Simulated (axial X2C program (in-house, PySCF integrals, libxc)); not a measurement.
Low determinants of NiH at the PBE0 level, without spin–orbit coupling

All values were computed with an in-house relativistic program for diatomic molecules. Spin-free means the one-electron spin-free X2C Hamiltonian. Basis: Ni dyall-cv3z [9s9p6d3f2g], H dyall-v3z [6s2p1d] (cores contracted in-house); Gaussian nuclei, density fitting, unrestricted open shells. Masses: Ni 57.935 u, H 1.008 u.

Search at 1.420 Å (vertical energies from the lowest determinant):

```tsv
ΔE (eV)	state	electrons beyond evenly filled partner blocks	electrons in σ, π, δ, φ
0.00	M_S = 1/2, Λ = 2	δ+α, δ+β, δ-α	14 12 3 0
0.12	M_S = 1/2, Λ = 0	σα	13 12 4 0
0.18	M_S = 1/2, Λ = 1	π+α, π+β, π-α	14 11 4 0
1.44	M_S = 3/2, Λ = 2	2 × σα, δ+α, δ+β, δ-α	14 12 3 0
2.18	M_S = 1/2, Λ = 2	2 × σα, δ+α, δ+β, δ-β	14 12 3 0
2.29	M_S = 3/2, Λ = 3	σα, π+α, π+β, π-α, δ+α, δ+β, δ-α	15 11 3 0
2.50	M_S = 1/2, Λ = 3	σβ, π+α, π+β, π-α, δ+α, δ+β, δ-α	15 11 3 0
```

Lowest determinant, M_S = 1/2, Λ = 2 (beyond evenly filled blocks: δ+α, δ+β, δ-α): Re = 1.454 Å, ωe = 2001.4 cm⁻¹.

The determinant in row 2 of the search, M_S = 1/2, Λ = 0 (beyond evenly filled blocks: σα), was followed along the bond at PBE0; measured from the minimum of the lowest determinant it gives:

Te = 0.076 eV (612 cm⁻¹), Re = 1.505 Å, ωe = 1843.6 cm⁻¹.

**Question.** Compare the bond of the determinant in row 2 with that of the lowest one.

**Answer.** At PBE0 its Re is 0.051 Å longer and its force constant, which goes as ωe², is 0.85 times that of the lowest determinant. T0 ≈ Te + Δωe/2 = 612 + (-79) = 533 cm⁻¹.

The search compares states at one distance, so a state with another bond length can lie lower; it is not exhaustive and yields mostly the lowest determinant of each block pattern, so other components and higher states of one pattern are missing. These are energies of single determinants, not of spin-adapted states; PBE0 term energies can be off by some tenths of an eV, and the functional has no current term. The lowest determinant need not be the ground state where others lie within half an eV.
